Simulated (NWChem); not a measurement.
Species: C2H8AlN; SMILES C[NH][AlH][CH3]

```xyz
12

Al    -0.5001    -0.5631     0.0000
H     -2.0807    -0.3771     0.0000
C      0.4093    -2.3071     0.0000
H      1.5025    -2.2229     0.0000
H      0.1256    -2.9004    -0.8794
H      0.1256    -2.9004     0.8794
N      0.4645     0.9431     0.0000
C      0.0061     2.3273     0.0000
H      1.4784     0.8851     0.0000
H      0.3472     2.8807    -0.8877
H      0.3472     2.8807     0.8877
H     -1.0887     2.3514     0.0000
```
Atoms are numbered in this order, from 1.

Computed with NWChem. Medium grid unless said otherwise, to which SCAN and Minnesota functionals are sensitive. The geometry was optimised at B3LYP/6-31G* (spherical d).

Q: Order these by “orbital gap (eV)”, lowest first: B3LYP/def2-TZVP; PBE/def2-TZVP; M06-2X/def2-TZVP; PW6B95/def2-TZVP; r2SCAN/def2-TZVP.

A: PBE/def2-TZVP (4.41), r2SCAN/def2-TZVP (4.99), B3LYP/def2-TZVP (6.02), PW6B95/def2-TZVP (6.55), M06-2X/def2-TZVP (8.34)
